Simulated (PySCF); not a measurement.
Si(H)(Et)(Vi)(OEt), SMILES O(CC)[SiH](CC)C=C, GFN2-xTB optimised geometry.

```
22

Si     0.00    -1.49     0.00
C     -0.60     0.31     0.00
C     -0.07     1.30     0.70
C     -0.71    -2.45     1.47
C     -0.30    -1.82     2.80
O     -0.59    -2.30    -1.28
C     -0.41    -2.02    -2.64
C     -1.39    -2.85    -3.46
H      1.47    -1.49     0.00
H     -1.47     0.53    -0.61
H     -0.46     2.30     0.69
H      0.80     1.14     1.32
H     -1.80    -2.48     1.42
H     -0.37    -3.48     1.44
H      0.78    -1.82     2.90
H     -0.64    -0.80     2.86
H     -0.72    -2.38     3.64
H      0.62    -2.26    -2.92
H     -0.57    -0.95    -2.82
H     -1.23    -3.90    -3.27
H     -1.25    -2.64    -4.52
H     -2.41    -2.60    -3.18
```

Density from PySCF 2.14.0 with B3LYP/def2-SVP at that geometry.

Minimum of the electron density along straight lines between bonded atoms, close to the bond critical point (lines longer than 1.1 times the sum of covalent radii, or with two minima, are not listed):

```tsv
bond	length / Å	ρ at the minimum / e bohr⁻³	∇²ρ there / e bohr⁻⁵	position (fraction from the first atom)
Si1–C2	1.891	0.113	0.33	0.38
C2–C3	1.324	0.345	-0.93	0.49
Si1–C4	1.897	0.115	0.31	0.38
C4–C5	1.522	0.242	-0.54	0.50
Si1–O6	1.625	(withheld)	1.09	0.41
O6–C7	1.400	0.257	-0.33	0.66
C7–C8	1.521	0.252	-0.60	0.51
Si1–H9	1.473	0.116	0.32	0.49
C2–H10	1.086	0.276	-1.01	0.63
C3–H11	1.080	0.283	-1.09	0.63
C3–H12	1.078	0.285	-1.10	0.63
C4–H13	1.091	0.272	-0.96	0.62
C4–H14	1.090	0.272	-0.96	0.62
C5–H15	1.087	0.277	-1.01	0.62
C5–H16	1.088	0.278	-1.02	0.62
C5–H17	1.089	0.276	-1.01	0.62
C7–H18	1.097	0.282	-1.06	0.63
C7–H19	1.097	0.281	-1.05	0.63
C8–H20	1.087	0.278	-1.03	0.63
C8–H21	1.087	0.277	-1.01	0.62
C8–H22	1.087	0.278	-1.03	0.63
```

Problem. Some entries are withheld; supply them.

Solution. 
- Si1–O6, ρ at the minimum / e bohr⁻³: 0.129
